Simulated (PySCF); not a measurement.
CoO, quartet, geometry from GFN2-xTB (such geometries of metal compounds can be far from the true shape). Base run: B3LYP/def2-TZVP run with PySCF.

Here is a job for PySCF.
```python
from pyscf import gto, scf, dft, solvent

mol = gto.M(
    atom='''
Co   -0.000000   -0.000000   -0.352241
O     0.000000    0.000000    1.188813
''',
    basis='def2-tzvp',
    charge=0,
    spin=3,
    verbose=4,
)

mf = dft.UKS(mol)
mf.xc = 'b3lyp'
mf.kernel()
```

Variants of this job, named by their change:

```csv
change,ΔE vs base (kcal/mol),dipole (D)
base,0.000,4.79
model = IEF-PCM; solvent = 2-propanol; lebedev_order = 11,-10.76,6.36
model = IEF-PCM; solvent = chloroform,-8.08,5.99
model = ddCOSMO; solvent = 2-propanol,-27.38,7.61
model = C-PCM; solvent = 2-propanol,-11.32,6.43
model = COSMO; solvent = 2-propanol,-10.95,6.38
model = IEF-PCM; solvent = dimethylsulfoxide,-11.68,6.48
model = SS(V)PE; solvent = 2-propanol,-10.99,6.39
model = IEF-PCM; solvent = 2-propanol; vdw_scale = 1.4,-6.97,5.85
model = IEF-PCM; solvent = 2-propanol; lebedev_order = 41,-11.05,6.40
model = IEF-PCM; solvent = toluene,-5.13,5.57
model = IEF-PCM; solvent = tetrahydrofuran,-9.42,6.18
```

The base is the gas phase, so ΔE is the electrostatic part of solvation at a fixed geometry, without cavity and dispersion terms.

Open shells are given as the SCF converged; they aren't shown to be the lowest states, and a large step between rows can be another state.
